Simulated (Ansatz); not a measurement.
Ansatz (a program for electronic structure) input (r2SCAN/def2-TZVP):

Ansatz 0.2 input:
```yaml
crystal:
  periodic: [false, false, false]
  atoms:
    - {symbol: Si, position_ang: [0.00000000, -0.00000000, 0.00000000]}
    - {symbol: Br, position_ang: [-1.00575144, 1.96348762, -0.11194218]}
    - {symbol: Br, position_ang: [1.85347450, 0.05260901, -1.20050623]}
    - {symbol: Br, position_ang: [0.49797902, -0.45332915, 2.10377285]}
    - {symbol: Br, position_ang: [-1.34570208, -1.56276748, -0.79132444]}
basis:
  gaussian:
    orbitals: def2-TZVP
hamiltonian:
  xc: {name: r2SCAN}
relax: {f_tol: 0.003, max_steps: 100}
```

End of the output:

```
integrals: 0.26 GiB planned
1756 factors; their error is unknown
0.28 GiB of the device are held for the grids
1.56 GiB of device memory are held for the factors and their scratch space
mean field: 1.18 GiB planned
mean field evaluation 1: about -288066.0646 eV, gradient 1.4e1 eV
mean field evaluation 2: about -288066.2341 eV, gradient 9.4e0 eV
mean field evaluation 4: about -288066.4475 eV, gradient 1.6e0 eV
mean field evaluation 8: about -288066.3498 eV, gradient 2.7e-2 eV
mean field evaluation 16: about -288066.3498 eV, gradient 2.4e-5 eV
mean field -288066.34978904 eV, -10586.2430963623 hartree, gradient 2.4e-5 eV, S^2 0.000000; 0 other end points of the search recorded, 0 dependent functions left out
the calculation of the forces begins
reference -288066.34979938 eV, -10586.2430967422 hartree; 77, 77 occupied and 152, 152 virtual orbitals, 1756 factors
relax step   1: F+E_penalty+E_count = -288066.34978904 eV  Δ(F+E_penalty+E_count) = +0.000e0 eV  max|allowed force component| = 1.502e-1 eV/Å  Δτ_max = 0.0000 Å  (28 SCF iters, accepted)
these checks for a lower state are left out or cut short: starts, cluster_reference, orbital_swaps, neighbouring_geometries, increment
integrals: 0.26 GiB planned
1756 factors; their error is unknown
0.28 GiB of the device are held for the grids
1.56 GiB of device memory are held for the factors and their scratch space
mean field: 1.18 GiB planned
mean field -288066.35269316 eV, -10586.2432030868 hartree, gradient 2.5e-5 eV, S^2 0.000000; 0 other end points of the search recorded, 0 dependent functions left out
the calculation of the forces begins
reference -288066.35270347 eV, -10586.2432034657 hartree; 77, 77 occupied and 152, 152 virtual orbitals, 1756 factors
relax step   2: F+E_penalty+E_count = -288066.35269316 eV  Δ(F+E_penalty+E_count) = -2.904e-3 eV  max|allowed force component| = 3.694e-4 eV/Å  Δτ_max = 0.0091 Å  (30 SCF iters, accepted)
integrals: 0.26 GiB planned
1756 factors; their error is unknown
0.28 GiB of the device are held for the grids
1.56 GiB of device memory are held for the factors and their scratch space
mean field: 1.18 GiB planned
mean field evaluation 32: about -288066.4549 eV, gradient 1.0e-1 eV
mean field -288066.35269316 eV, -10586.2432030867 hartree, gradient 2.6e-5 eV, S^2 0.000000; 1 other end points of the search recorded, 0 dependent functions left out
the calculation of the forces begins
reference -288066.35270347 eV, -10586.2432034657 hartree; 77, 77 occupied and 152, 152 virtual orbitals, 1756 factors
Total energy: -288066.35270347 eV, -10586.2432034657 hartree
Atom 0 at    -0.000000    -0.000000     0.000000 Å, force    -0.000000    -0.000000     0.000000 eV/Å
Atom 1 at    -1.001598     1.955379    -0.111480 Å, force     0.000176    -0.000344     0.000020 eV/Å
Atom 2 at     1.845820     0.052392    -1.195548 Å, force    -0.000325    -0.000009     0.000210 eV/Å
Atom 3 at     0.495922    -0.451457     2.095085 Å, force    -0.000087     0.000080    -0.000369 eV/Å
Atom 4 at    -1.340145    -1.556314    -0.788056 Å, force     0.000236     0.000274     0.000139 eV/Å
Dipole moment:     0.000000     0.000000    -0.000000 e Å
```
